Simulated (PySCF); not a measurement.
Compound: CHBBrF3O.
Geometry (PBE0-D3(BJ)/def2-SVP, Å), atoms numbered from 1 in this order:
```
atom  x, y, z in Å
F1    -0.7121    0.7252   -1.3712
C2    -0.4911    0.5021   -0.0818
F3    -0.6605    1.6443    0.5727
F4    -1.3719   -0.3716    0.3555
O5     0.7537   -0.0012    0.1214
B6     1.8728    0.6930   -0.2288
Br7    3.5441   -0.1307    0.1107
H8     1.8160    1.7784   -0.7371
```

Method used: core-valence-separated Tamm–Dancoff BHandHLYP/aug-pcX-1 (pcseg-1 on H, def2-SVPD on Br) in PySCF, non-relativistic, gas phase, PBE0-D3(BJ)/def2-SVP geometry. The energies are unshifted.

The lowest roots of each edge with f over 0.003 (five at most, numbered afresh; weaker and dark ones are left out), with transition dipoles (au) in the frame of the coordinates:

| root | edge | E (eV) | μx | μy | μz |
| --- | --- | --- | --- | --- | --- |
| 1 | C | 293.44 | 0.0024 | 0.0367 | 0.0775 |
| 2 | C | 294.30 | 0.0279 | 0.1087 | -0.0516 |
| 3 | C | 294.94 | -0.1135 | 0.0208 | -0.0078 |
| 4 | C | 295.05 | 0.0007 | 0.0376 | 0.0808 |
| 5 | C | 295.55 | -0.0362 | 0.0162 | -0.0061 |
| 6 | O | 532.59 | -0.0009 | -0.0161 | -0.0346 |
| 7 | O | 536.52 | -0.0361 | 0.0234 | -0.0099 |
| 8 | O | 536.98 | 0.0003 | 0.0148 | -0.0068 |
| 9 | O | 537.54 | -0.0363 | -0.0094 | 0.0053 |
| 10 | F | 687.11 | 0.0005 | -0.0260 | -0.0234 |
| 11 | F | 687.11 | 0.0029 | -0.0175 | 0.0260 |
| 12 | F | 687.91 | -0.0212 | -0.0233 | 0.0115 |
| 13 | F | 687.92 | -0.0042 | 0.0137 | 0.0134 |
| 14 | F | 687.92 | -0.0060 | 0.0023 | -0.0158 |

**Question.** What are the oscillator strengths?

**Answer.** f = (2/3) ΔE |μ|², with ΔE in hartree (27.2114 eV):

```csv
root,ΔE (Eh),|μ|² (au),f,core hole on
1,10.7836,0.007359,0.053,C2
2,10.8152,0.015257,0.110,C2
3,10.8389,0.013376,0.097,C2
4,10.8429,0.007943,0.057,C2
5,10.8614,0.001610,0.012,C2
6,19.5723,0.001457,0.019,O5
7,19.7166,0.001949,0.026,O5
8,19.7337,0.000265,0.003,O5
9,19.7543,0.001434,0.019,O5
10,25.2507,0.001224,0.021,F1/F3
11,25.2507,0.000991,0.017,F1/F3
12,25.2802,0.001125,0.019,F1/F3/F4
13,25.2806,0.000385,0.006,F1/F3/F4
14,25.2808,0.000291,0.005,F1/F3/F4
```

**Question.** Molecules are fixed in this frame and the field points along x. What effective strengths 3 f cos²θ do the roots have (θ between field and μ)?

**Answer.** root 1 (C2): 0.000, root 2 (C2): 0.017, root 3 (C2): 0.279, root 4 (C2): 0.000, root 5 (C2): 0.028, root 6 (O5): 0.000, root 7 (O5): 0.051, root 8 (O5): 0.000, root 9 (O5): 0.052, root 10 (F1/F3): 0.000, root 11 (F1/F3): 0.000, root 12 (F1/F3/F4): 0.023, root 13 (F1/F3/F4): 0.001, root 14 (F1/F3/F4): 0.002. Root 3 is the strongest. Averaged over all orientations cos²θ is 1/3, which gives f back. For degenerate partners only the sum has meaning, as the program may mix them freely.

 The BHandHLYP/aug-pcX-1 (pcseg-1 on H, def2-SVPD on Br) calculation is non-relativistic and has no spin–orbit coupling, an omission that weighs most on bromine.

One conformer stands for the species.
